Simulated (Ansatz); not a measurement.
C2H6FNSi can be A, `CN1C[SiH]1F`, or B, `C/C(F)=N/[SiH3]`.

Program: Ansatz. Geometries: PBE0-D4/def2-TZVP. ΔE: electronic, gas phase. CCSD(T)/CBS is the MP2 limit (def2-TZVPP, def2-QZVPP) plus CCSD(T) − MP2 in def2-TZVPP, frozen cores. DFT in def2-TZVPP. B3LYP here is the variant with VWN-RPA as its local correlation; programs differ in this.

A:

Z-matrix (Å, degrees):
```
C
N 1 1.426
H 1 1.098 2 111.8
H 1 1.092 2 109.7 3 -119.9
H 1 1.096 2 111.4 3 120.7
C 2 1.488 1 126.4 3 -52.7
Si 2 1.653 1 157.2 3 81.7
H 6 1.095 2 115.7 1 51.2
H 6 1.092 2 115.6 1 -83.1
F 7 1.592 2 120.3 1 107.0
H 7 1.475 2 123.2 1 -31.7
```

B:

```xyz
11

C     1.842   -0.854   -0.043
C     0.403   -0.493   -0.044
F    -0.356   -1.615   -0.194
N    -0.096    0.634    0.069
Si   -1.749    1.157    0.080
H     2.096   -1.359   -0.978
H     2.045   -1.557    0.769
H     2.450    0.039    0.075
H    -2.755    0.071   -0.068
H    -1.906    2.122   -1.036
H    -1.974    1.855    1.370
```

(1) Which is lower in electronic energy at CCSD(T)/CBS, and by how much? (An estimate is asked.)

(2) Give E(B) − E(A) in kJ/mol with CCSD/def2-TZVPP, B3LYP, MP2/def2-TZVPP, HF/def2-TZVPP, B3LYP-D4, r2SCAN-D4, CCSD(T)/def2-SVP. (Estimate.)

(3) Does the order hold for the free energy at 298.15 K (harmonic terms from PBE0-D4)? (Best estimate.)

Largest T1 diagnostic: 0.013.

## Answers

(1) The calculation gave: A, by 53.2 kJ/mol.

(2) The calculation gave: CCSD/def2-TZVPP 46.5, B3LYP 34.9, MP2/def2-TZVPP 58.6, HF/def2-TZVPP 20.5, B3LYP-D4 36.8, r2SCAN-D4 42.6, CCSD(T)/def2-SVP 10.4. None reverses the order clearly.

(3) The calculation gave: Yes: G(B) − G(A) = +36.5 kJ/mol. Modes under 60 cm⁻¹, often nearly free rotors, make the harmonic entropy too high.

At CCSD(T), def2-SVP lies −42.8 kJ/mol from the extrapolated value and def2-TZVPP −8.6 kJ/mol. In def2-TZVPP, CCSD(T) changes the Hartree–Fock value by +24.1 kJ/mol (the triples alone add −1.9 kJ/mol) and MP2 by +38.1 kJ/mol.
